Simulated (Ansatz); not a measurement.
Reaction (redistribution): `C=CN([SiH2]Cl)[SiH2]Cl` + `CO[SiH2]Cl` → `Cl[SiH2]O[SiH2]Cl` + `C=CN(C)[SiH2]Cl`

Computed with Ansatz on PBE0-D4/def2-TZVP structures; ΔE is electronic, products minus reactants. CBS: MP2 limit from def2 TZ/QZ plus the TZ coupled-cluster correction, frozen cores. DFT in def2-TZVPP. HSE06 is defined as in plane-wave codes. One conformer a species, not always the lowest.

`C=CN([SiH2]Cl)[SiH2]Cl`:

Cartesian coordinates in Å:
```
C -1.277 -1.718 0.567
C -0.886 -0.466 0.774
N 0.046 0.257 0.007
Si 1.064 -0.545 -1.143
Cl 0.041 -1.067 -2.846
Si 0.239 1.944 0.340
Cl 1.530 2.268 1.907
H -1.992 -2.171 1.240
H -0.922 -2.322 -0.260
H -1.306 0.090 1.609
H 1.608 -1.790 -0.564
H 2.113 0.422 -1.526
H 0.810 2.599 -0.852
H -1.068 2.499 0.747
```

`CO[SiH2]Cl`:

```xyz
9

C     0.141    1.288    0.483
O    -0.436    0.460   -0.506
Si   -0.323   -1.162   -0.525
Cl    1.636   -1.763   -0.714
H    -0.233    2.301    0.334
H     1.231    1.296    0.396
H    -0.132    0.957    1.491
H    -1.075   -1.626   -1.705
H    -0.810   -1.749    0.746
```

`Cl[SiH2]O[SiH2]Cl`:

Z-matrix (Å, degrees):
```
Si
O 1 1.628
Cl 1 2.049 2 109.8
H 1 1.475 2 108.0 3 117.9
H 1 1.477 2 110.3 3 -118.6
Si 2 1.628 1 144.3 3 44.1
Cl 6 2.049 2 109.8 1 44.2
H 6 1.475 2 108.0 1 162.0
H 6 1.477 2 110.3 1 -74.4
```

`C=CN(C)[SiH2]Cl`:

Cartesian coordinates in Å:
```
C 1.187 -1.521 -1.036
C 1.087 -0.481 -0.208
N -0.083 0.096 0.257
C -1.332 -0.468 -0.207
Si -0.069 1.590 1.100
Cl -0.310 3.224 -0.135
H 0.328 -2.024 -1.460
H 2.166 -1.892 -1.305
H 1.989 -0.014 0.178
H -2.170 0.052 0.259
H -1.432 -0.379 -1.294
H -1.393 -1.528 0.058
H -1.214 1.616 2.034
H 1.247 1.729 1.758
```

```json
{"level": "PBE-D4", "ΔE (eV)": "-0.90"}
{"level": "BLYP-D4", "ΔE (eV)": "-0.91"}
{"level": "PBE0-D4", "ΔE (eV)": "-0.93"}
{"level": "HSE06-D4", "ΔE (eV)": "-0.93"}
{"level": "ωB97M-V", "ΔE (eV)": "-0.94"}
{"level": "RPA@PBE/def2-TZVPP", "ΔE (eV)": "-0.91"}
{"level": "HF/def2-QZVPP", "ΔE (eV)": "-1.07"}
{"level": "MP2/CBS(def2)", "ΔE (eV)": "-1.00"}
```

(1) What does CCSD(T)/CBS give? (Best estimate.)

Largest T1 diagnostic among the species: 0.011.

## Answers

(1) The calculation gave: -0.96 eV. The listed levels differ from it by 0.06, 0.05, 0.03, 0.03, 0.02, 0.05, -0.11, -0.04 eV.

From PBE to PBE0 (25 % exact exchange), in def2-TZVPP and without D4, ΔE moves by −0.04 eV. The D4 term adds +0.05 eV with B3LYP and +0.03 eV with PBE0; it sums over pairs of atoms, weighted by their polarisabilities, and B3LYP, whose exchange is more repulsive, gets the larger term.

B3LYP here is the variant with VWN-RPA as its local correlation; programs differ in this.
